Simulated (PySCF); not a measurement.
2-hydroxyethylboronic acid (C₂H₇BO₃), SMILES OCCB(O)O. Atoms are numbered in the order given.

```xyz
13

O     -2.6831     0.0065     0.4850
C     -1.4465    -0.3567    -0.0739
C     -0.2757     0.4470     0.4718
B      1.1296     0.0875    -0.1566
O      2.1917     0.9485    -0.1697
O      1.3155    -1.1468    -0.6948
H     -2.6397    -0.1689     1.4306
H     -1.2395    -1.4374     0.0483
H     -1.5416    -0.1857    -1.1581
H     -0.1894     0.2681     1.5630
H     -0.4957     1.5243     0.3684
H      1.9843     1.8069     0.2091
H      2.2136    -1.2521    -1.0294
```

Geometry optimised at PBE0-D3(BJ)/def2-SVP. The values are those of a single conformer.

Computed with PySCF with M06-2X/def2-TZVP.

ESP charges are fitted to the potential on shells at 1.4 to 2.0 van der Waals radii. Atomic charges (e):

```tsv
atom	ESP fit	meta-Löwdin	Mulliken
O1	-0.68	-0.55	-0.46
C2	0.36	0.03	-0.05
C3	-0.29	-0.36	-0.42
B4	0.63	0.49	0.31
O5	-0.70	-0.55	-0.45
O6	-0.75	-0.54	-0.45
H7	0.40	0.33	0.30
H8	-0.01	0.09	0.13
H9	0.04	0.11	0.13
H10	0.06	0.11	0.14
H11	0.04	0.11	0.14
H12	0.42	0.36	0.33
H13	0.48	0.35	0.34
```

Computed Mayer and Wiberg (Löwdin basis) orders of the bonds:
```
bond    Mayer  Wiberg
------  -----  ------
O1–C2    0.96    1.60
C2–C3    0.95    1.23
C3–B4    1.01    1.19
B4–O5    1.30    1.97
B4–O6    1.32    1.98
O1–H7    0.90    1.02
C2–H8    0.98    0.87
C2–H9    0.96    0.87
C3–H10   0.93    0.79
C3–H11   0.96    0.81
O5–H12   0.87    0.95
O6–H13   0.87    0.94
```
